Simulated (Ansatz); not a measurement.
`CO[SiH2][SiH2]F`. Total charge 0; spin multiplicity 1.

```
atom   x (Å)   y (Å)   z (Å)
  C1   1.678  -1.053   0.180
  O2   1.150  -0.312  -0.898
 Si3   0.126   0.957  -0.682
 Si4  -1.928   0.293   0.259
  F5  -1.672  -0.361   1.709
  H6   0.886  -1.533   0.767
  H7   2.269  -0.418   0.849
  H8   2.327  -1.829  -0.228
  H9  -0.120   1.537  -2.027
 H10   0.746   1.993   0.198
 H11  -2.623  -0.730  -0.568
 H12  -2.839   1.456   0.440
```

Question: List the harmonic frequencies (cm⁻¹, unscaled) at PBE0-D4/def2-TZVP in Ansatz. (An estimate is asked.)

Answer: The calculation gave: 41, 64, 89, 141, 180, 236, 399, 446, 552, 728, 740, 777, 837, 843, 901, 921, 952, 1148, 1183, 1213, 1484, 1495, 1498, 2183, 2211, 2222, 2233, 3016, 3078, 3127.

Question: Is this a minimum?

Answer: Yes, all 30 modes are real.

Question: Give the ideal-gas thermochemistry at 298.15 K and 1 bar (rigid rotor, harmonic oscillator; point group C1, symmetry number 1).

Answer: Zero-point energy 209.0 kJ/mol; H(298) − E = 233.5 kJ/mol; entropy 384.5 J/(mol·K), of which translation 167.5, rotation 115.9, vibration 101.1; G(298) − E = 118.9 kJ/mol. Modes under 100 cm⁻¹ are hindered rotations or soft bends, so the harmonic entropy is rough.

Question: Rotational constants (cm⁻¹)?

Answer: 0.1511, 0.06099, 0.04742.
